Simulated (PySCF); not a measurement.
C₂H₃O₂, SMILES [CH2]C(=O)O, multiplicity 2. Atoms are numbered in the order given.

```xyz
7

C      0.2624    -1.3854     0.0000
C     -0.1074     0.0206     0.0000
O     -1.2491     0.4326     0.0000
O      0.9609     0.8490     0.0000
H      1.3108    -1.6894     0.0000
H     -0.5393    -2.1252     0.0000
H      0.6044     1.7508     0.0000
```
Charge 0, spin multiplicity 2.

The structure is a stationary point at ωB97X-D3(BJ)/def2-SVP. The isomer is the one that the SMILES or the coordinates give; other isomers of the formula were not compared. The values are those of a single conformer.

All values below come from CAM-B3LYP/def2-TZVPD (PySCF).

Gas-phase values at a fixed geometry.

- total energy: -228.43307 hartree
- point group: Cs
- α spin, highest occupied and lowest empty level: -9.18 and 0.58 eV
- β spin, highest occupied and lowest empty level: -9.78 and -2.32 eV
- dipole moment: 1.85 D
- quadrupole, principal values (traceless, Buckingham form, about the centre of nuclear charge): -7.48, -1.25, 8.73 D·Å
- mean static polarisability: 33.9 bohr³ (5.03 Å³)
- polarisability, principal values: 24.1, 36.5, 41.2 bohr³
- ⟨S²⟩: 0.759 (pure state 0.75)
